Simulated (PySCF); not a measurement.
# From computed data to an observable: entropy of an ideal gas

Ge(Br)(SH) (BrGeHS), SMILES [Ge]([SH])[Br] (connectivity only; charge and spin as stated), neutral, multiplicity 1.

Geometry optimised at r2SCAN-D4/def2-SVP. One conformer was computed; it need not be the lowest.

r2SCAN-D4/def2-SVP (PySCF) gives the harmonic wavenumbers 123, 286, 380, 386, 713, 2667 cm⁻¹ and the rotational temperatures 0.2710, 0.0756, 0.0591 K. The molar mass is 185.60 g/mol, the symmetry number 1, the spin multiplicity 1.

**Question.** Work out the entropy at 298.15 K and 1 atm in the rigid-rotor, harmonic-oscillator model.

**Answer.** 
Translation (Sackur–Tetrode at 1 atm): S = R[1.5 ln M + 2.5 ln T − 1.16487] = 173.9 J/(mol K).
Rotation: q = (√π/σ) T^1.5/√(θA θB θC) = 262000, S = R[ln q + 3/2] = 116.2 J/(mol K).
Vibration: with u = 1.4388 ν/T, each mode gives R[u/(e^u − 1) − ln(1 − e^−u)]:
```tsv
ν (cm⁻¹)	modes	u	S (J/(mol K))
123	1	0.59	12.77
286	1	1.38	6.27
380	1	1.83	4.35
386	1	1.86	4.25
713	1	3.44	1.22
```
The stiffer modes add less than 0.005 each. Sum 28.9 J/(mol K).
Spin: R ln 1 = 0.0 J/(mol K).
Total 319.0 J/(mol K); the program's own thermochemistry gives 318.9. Translation makes up 55 % and vibration 9 %. Anharmonicity, hindered rotation and orbital degeneracy are left out.
